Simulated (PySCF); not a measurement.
## $^{17}$O chemical shifts

- σ from GIAO-PBE0/pcSseg-1
- GFN2-xTB structure
- program: PySCF 2.14.0 with density-fitted response routines
- a single conformation, no relativistic terms, averaged over atoms made equivalent by symmetry, fast rotation or ring inversion, no solvent model

Shieldings were converted by a linear fit to measured shifts: $^{17}$O: δ = 266.70 − 0.911σ (rms 10.7 ppm, 155 shifts, 12.2 ppm with the 3 outliers that the fit left out vs liquid water, solution or neat liquid). A few per cent of atoms miss by over 2 rms, more outside the fitted compound classes.

Q: Give the $^{17}$O shifts of `C#C[SiH2]CNC(C)=O`, `O=S1(=O)CCC[C@H](F)C1`, `CO[C@@H]1C[C@@]1([SiH3])C#N`, `CS[C@@H]1C[C@](F)(CO)O1`, `C[C@H](CF)S(=O)(=O)Cl`, `C[C@H](CF)S(=O)(=O)Cl`.

A: 
| compound | environment | δ (ppm) |
| --- | --- | --- |
| C#C[SiH2]CNC(C)=O | amide-type carbonyl oxygen | 321.8 |
| [O:1]=[S:2]1(=[O:3])[CH2:4][CH2:5][CH2:6][C@H:7]([F:8])[CH2:9]1 | O1: S=O oxygen | 160.0 |
| [O:1]=[S:2]1(=[O:3])[CH2:4][CH2:5][CH2:6][C@H:7]([F:8])[CH2:9]1 | O3: S=O oxygen | 147.4 |
| CO[C@@H]1C[C@@]1([SiH3])C#N | ether oxygen | 2.1 |
| [CH3:1][S:2][C@@H:3]1[CH2:4][C@:5]([F:6])([CH2:7][OH:8])[O:9]1 | O9: ether oxygen | 94.6 |
| [CH3:1][S:2][C@@H:3]1[CH2:4][C@:5]([F:6])([CH2:7][OH:8])[O:9]1 | O8: alcohol oxygen | -17.1 |
| [CH3:1][C@H:2]([CH2:3][F:4])[S:5](=[O:6])(=[O:7])[Cl:8] | O7: S=O oxygen | 234.6 |
| [CH3:1][C@H:2]([CH2:3][F:4])[S:5](=[O:6])(=[O:7])[Cl:8] | O6: S=O oxygen | 230.8 |
| [CH3:1][C@H:2]([CH2:3][F:4])[S:5](=[O:6])(=[O:7])[Cl:8] | O7: S=O oxygen | 234.6 |
| [CH3:1][C@H:2]([CH2:3][F:4])[S:5](=[O:6])(=[O:7])[Cl:8] | O6: S=O oxygen | 230.8 |

Q: Match the shifts 345.3, 69.0, 5.1 ppm to `C#CC(=O)NCC[SiH3]`, `C[Si@H](O)N[SiH](N)N`, `C#C[C@@H]1CC(F)=C(F)[S@]1=O`.

A: 345.3: C#CC(=O)NCC[SiH3] (amide-type carbonyl oxygen); 69.0: C#C[C@@H]1CC(F)=C(F)[S@]1=O (S=O oxygen); 5.1: C[Si@H](O)N[SiH](N)N (oxygen bonded to Si, H).

In solution the two oxygens of a carboxylic acid give one averaged line by proton exchange, and hydrogen bonding shields acid and N–H amide carbonyl oxygens by tens of ppm; neither is in these numbers.
